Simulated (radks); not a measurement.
Task: Spherical quantum dot in the effective-mass picture: electrons in a parabolic well V = omega^2 r^2 / 2 with omega = 1.53, with a point charge +1 (a donor) at the centre, all in effective atomic units (hartree* = m*/eps^2 hartree, bohr* = eps/m* bohr), one dielectric constant everywhere. Calculated with a radial shooting solver with Libxc functionals: non-relativistic Kohn-Sham, PBE, spin-polarised, spherical densities. Levels are named by radial order and angular momentum (1s, 1p, 1d, 2s, ...), and open shells are averaged over m. Results are scaled to m* = 0.558 and eps = 14.1, for which hartree* = 76.37 meV and bohr* = 1.337 nm. At N = 9 the configuration is 1s2 1p6 2s(up 1, down 0). Does electron 10 go into 1d up or 1d down or 2s down?

Result: Into 2s down. The total energies of the other choices lie higher by 7.65 meV (1d up), 9.83 meV (1d down).
